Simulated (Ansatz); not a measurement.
FH$_{4}$IN$_{2}$Zr (`[NH2][Zr]([NH2])([F])[I]`). Charge 0, multiplicity 1. Correlated methods include outer-core shells of I, Zr, which these sets cover unevenly. Zr, I takes the def2 core potential.

```json
{"atom": "N1", "x (Å)": "1.6129", "y (Å)": "-0.4329", "z (Å)": "0.3504"}
{"atom": "Zr2", "x (Å)": "-0.0961", "y (Å)": "-0.0977", "z (Å)": "-0.6517"}
{"atom": "N3", "x (Å)": "-1.5103", "y (Å)": "0.2662", "z (Å)": "0.7351"}
{"atom": "F4", "x (Å)": "-0.5973", "y (Å)": "-1.6135", "z (Å)": "-1.6889"}
{"atom": "I5", "x (Å)": "0.1808", "y (Å)": "2.1579", "z (Å)": "-2.2121"}
{"atom": "H6", "x (Å)": "2.1207", "y (Å)": "-1.3062", "z (Å)": "0.4028"}
{"atom": "H7", "x (Å)": "2.1576", "y (Å)": "0.2893", "z (Å)": "0.8049"}
{"atom": "H8", "x (Å)": "-1.3683", "y (Å)": "0.4037", "z (Å)": "1.7258"}
{"atom": "H9", "x (Å)": "-2.4999", "y (Å)": "0.3332", "z (Å)": "0.5336"}
```

(1) Give the diagnostics of a CCSD(T)/def2-TZVPP run (frozen core, Ansatz). (Estimate.)

Answers

(1) Computed: T1 = 0.0152, largest single amplitude 0.033, largest double 0.023, (T) share of the correlation energy 3.5 %, 12 CCSD cycles. The RHF solution is stable towards an unrestricted one. T1 lies under the customary mark of 0.02 for closed shells.
